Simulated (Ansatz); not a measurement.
Ansatz (an electronic-structure program) input (B3LYP-D3(BJ)/def2-TZVP):

Ansatz 0.2 input:
```yaml
crystal:
  periodic: [false, false, false]
  atoms:
    - {symbol: Pb, position_ang: [-0.00000000, -0.00000000, -0.37640212]}
    - {symbol: S, position_ang: [0.00000000, 0.00000000, 1.92906087]}
basis:
  gaussian:
    orbitals: def2-TZVP
hamiltonian:
  xc: b3lyp
  dispersion: d3bj
phonons: {temperatures: {t_min: 298.15, t_max: 298.15, t_step: 100}}
```

Output:

```
Functional definition: B3LYP
integrals: 0.02 GiB planned
701 factors; their error is unknown
mean field: 0.23 GiB planned
mean field evaluation 1: about -16082.9676 eV, gradient 3.6e1 eV
mean field evaluation 2: about -16019.5152 eV, gradient 1.2e2 eV
mean field evaluation 4: about -16087.5171 eV, gradient 3.2e0 eV
mean field evaluation 8: about -16087.5311 eV, gradient 9.8e-2 eV
mean field evaluation 16: about -16087.5838 eV, gradient 1.6e-5 eV
mean field -16087.58378482 eV, -591.2077995363 hartree, gradient 7.5e-6 eV, S^2 0.000000; 0 other end points of the search recorded, 0 dependent functions left out
the calculation of the forces begins
reference -16087.58396281 eV, -591.2078060772 hartree; 19, 19 occupied and 68, 68 virtual orbitals, 701 factors
these checks for a lower state are left out or cut short: stability, starts, cluster_reference, orbital_swaps, neighbouring_geometries, increment
integrals: 0.02 GiB planned
701 factors; their error is unknown
mean field: 0.23 GiB planned
mean field -16087.58378483 eV, -591.2077995365 hartree, gradient 2.2e-7 eV, S^2 0.000000; 0 other end points of the search recorded, 0 dependent functions left out
the calculation of the forces begins
reference -16087.58396281 eV, -591.2078060774 hartree; 19, 19 occupied and 68, 68 virtual orbitals, 701 factors
these checks for a lower state are left out or cut short: stability, starts, cluster_reference, orbital_swaps, neighbouring_geometries, increment
integrals: 0.02 GiB planned
701 factors; their error is unknown
mean field: 0.23 GiB planned
mean field -16087.58378483 eV, -591.2077995365 hartree, gradient 2.2e-7 eV, S^2 0.000000; 0 other end points of the search recorded, 0 dependent functions left out
the calculation of the forces begins
reference -16087.58396281 eV, -591.2078060774 hartree; 19, 19 occupied and 68, 68 virtual orbitals, 701 factors
these checks for a lower state are left out or cut short: stability, starts, cluster_reference, orbital_swaps, neighbouring_geometries, increment
integrals: 0.02 GiB planned
701 factors; their error is unknown
mean field: 0.23 GiB planned
mean field evaluation 32: about -16087.5311 eV, gradient 1.3e-1 eV
mean field -16087.58378483 eV, -591.2077995365 hartree, gradient 2.2e-7 eV, S^2 0.000000; 0 other end points of the search recorded, 0 dependent functions left out
the calculation of the forces begins
reference -16087.58396281 eV, -591.2078060774 hartree; 19, 19 occupied and 68, 68 virtual orbitals, 701 factors
these checks for a lower state are left out or cut short: stability, starts, cluster_reference, orbital_swaps, neighbouring_geometries, increment
integrals: 0.02 GiB planned
701 factors; their error is unknown
mean field: 0.23 GiB planned
mean field -16087.58378483 eV, -591.2077995365 hartree, gradient 2.2e-7 eV, S^2 0.000000; 0 other end points of the search recorded, 0 dependent functions left out
the calculation of the forces begins
reference -16087.58396281 eV, -591.2078060774 hartree; 19, 19 occupied and 68, 68 virtual orbitals, 701 factors
these checks for a lower state are left out or cut short: stability, starts, cluster_reference, orbital_swaps, neighbouring_geometries, increment
integrals: 0.02 GiB planned
701 factors; their error is unknown
mean field: 0.23 GiB planned
mean field -16087.58371683 eV, -591.2077970376 hartree, gradient 2.6e-6 eV, S^2 0.000000; 0 other end points of the search recorded, 0 dependent functions left out
the calculation of the forces begins
reference -16087.58389480 eV, -591.2078035778 hartree; 19, 19 occupied and 68, 68 virtual orbitals, 701 factors
these checks for a lower state are left out or cut short: stability, starts, cluster_reference, orbital_swaps, neighbouring_geometries, increment
integrals: 0.02 GiB planned
701 factors; their error is unknown
mean field: 0.23 GiB planned
mean field -16087.58373206 eV, -591.2077975974 hartree, gradient 2.6e-6 eV, S^2 0.000000; 0 other end points of the search recorded, 0 dependent functions left out
the calculation of the forces begins
reference -16087.58391007 eV, -591.2078041390 hartree; 19, 19 occupied and 68, 68 virtual orbitals, 701 factors
these checks for a lower state are left out or cut short: stability, starts, cluster_reference, orbital_swaps, neighbouring_geometries, increment
integrals: 0.02 GiB planned
701 factors; their error is unknown
mean field: 0.23 GiB planned
mean field evaluation 64: about -16087.5838 eV, gradient 3.0e-5 eV
mean field -16087.58378483 eV, -591.2077995365 hartree, gradient 2.2e-7 eV, S^2 0.000000; 0 other end points of the search recorded, 0 dependent functions left out
the calculation of the forces begins
reference -16087.58396281 eV, -591.2078060774 hartree; 19, 19 occupied and 68, 68 virtual orbitals, 701 factors
these checks for a lower state are left out or cut short: stability, starts, cluster_reference, orbital_swaps, neighbouring_geometries, increment
integrals: 0.02 GiB planned
701 factors; their error is unknown
mean field: 0.23 GiB planned
mean field -16087.58378483 eV, -591.2077995365 hartree, gradient 2.2e-7 eV, S^2 0.000000; 0 other end points of the search recorded, 0 dependent functions left out
the calculation of the forces begins
reference -16087.58396281 eV, -591.2078060774 hartree; 19, 19 occupied and 68, 68 virtual orbitals, 701 factors
these checks for a lower state are left out or cut short: stability, starts, cluster_reference, orbital_swaps, neighbouring_geometries, increment
integrals: 0.02 GiB planned
701 factors; their error is unknown
mean field: 0.23 GiB planned
mean field -16087.58378483 eV, -591.2077995365 hartree, gradient 2.2e-7 eV, S^2 0.000000; 0 other end points of the search recorded, 0 dependent functions left out
the calculation of the forces begins
reference -16087.58396281 eV, -591.2078060774 hartree; 19, 19 occupied and 68, 68 virtual orbitals, 701 factors
these checks for a lower state are left out or cut short: stability, starts, cluster_reference, orbital_swaps, neighbouring_geometries, increment
integrals: 0.02 GiB planned
701 factors; their error is unknown
mean field: 0.23 GiB planned
mean field -16087.58378483 eV, -591.2077995365 hartree, gradient 2.2e-7 eV, S^2 0.000000; 0 other end points of the search recorded, 0 dependent functions left out
the calculation of the forces begins
reference -16087.58396281 eV, -591.2078060774 hartree; 19, 19 occupied and 68, 68 virtual orbitals, 701 factors
these checks for a lower state are left out or cut short: stability, starts, cluster_reference, orbital_swaps, neighbouring_geometries, increment
integrals: 0.02 GiB planned
701 factors; their error is unknown
mean field: 0.23 GiB planned
mean field evaluation 96: about -16087.5837 eV, gradient 2.6e-6 eV
mean field -16087.58373206 eV, -591.2077975974 hartree, gradient 2.6e-6 eV, S^2 0.000000; 0 other end points of the search recorded, 0 dependent functions left out
the calculation of the forces begins
reference -16087.58391007 eV, -591.2078041390 hartree; 19, 19 occupied and 68, 68 virtual orbitals, 701 factors
these checks for a lower state are left out or cut short: stability, starts, cluster_reference, orbital_swaps, neighbouring_geometries, increment
integrals: 0.02 GiB planned
701 factors; their error is unknown
mean field: 0.23 GiB planned
mean field -16087.58371683 eV, -591.2077970376 hartree, gradient 2.6e-6 eV, S^2 0.000000; 0 other end points of the search recorded, 0 dependent functions left out
the calculation of the forces begins
reference -16087.58389480 eV, -591.2078035778 hartree; 19, 19 occupied and 68, 68 virtual orbitals, 701 factors
Total energy: -16087.67781427 eV, -591.2112550549 hartree
Atom 0 at    -0.000000    -0.000000    -0.376402 Å, force    -0.000000    -0.000000    -0.000004 eV/Å
Atom 1 at     0.000000     0.000000     1.929061 Å, force     0.000000     0.000000     0.000004 eV/Å
Dipole moment:     0.000000    -0.000000    -0.853498 e Å
Vibrations: 435.10 cm⁻¹, zero-point energy 0.026973 eV
```
